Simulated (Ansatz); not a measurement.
Reaction (formal hydrolysis of a Zn–N bond): `[NH2][Zn][N]([SiH3])[SiH3]` + H₂O → `[NH2][Zn][OH]` + `[SiH3]N[SiH3]`

Gas-phase electronic energies from Ansatz, PBE0-D4/def2-TZVP geometries. CCSD(T)/CBS is the MP2 limit (def2-TZVPP, def2-QZVPP) plus CCSD(T) − MP2 in def2-TZVPP, frozen cores. This one scheme is used for every species. DFT in def2-TZVPP. For Zn outer-core shells are correlated without core-valence functions, which leaves a few kJ/mol of doubt a bond. Scalar relativity is left out up to krypton. One conformer a species, not always the lowest.

```csv
level,ΔE (kcal/mol)
BHLYP,-1.4
MP2/CBS(def2),2.0
```

(1) What does CCSD(T)/CBS give? (Best estimate.)

(2) What do rigid-rotor, harmonic-oscillator terms from PBE0-D4/def2-TZVP frequencies (298.15 K, 1 bar) make of the CCSD(T)/CBS value? (Best estimate.)

Largest T1 diagnostic among the species: 0.017.

## Answers

(1) Ansatz gave: +1.7 kcal/mol. The listed levels differ from it by -3.1, 0.3 kcal/mol.

(2) Computed: ΔZPE = +0.8 kcal/mol, ΔH = +1.6 kcal/mol, ΔS = 17 J/(mol·K), ΔG = +0.4 kcal/mol. Modes under 50 cm⁻¹ make the entropy rough.

At CCSD(T), def2-SVP lies +3.4 kcal/mol from the extrapolated value and def2-TZVPP +0.4 kcal/mol. From r2SCAN to r2SCAN0 (25 % exact exchange), in def2-TZVPP and without D4, ΔE moves by +0.8 kcal/mol.

CCSD(T)/CBS has its own doubt, a few kJ/mol and more with outer-core shells, so smaller differences from it don't rank the levels.
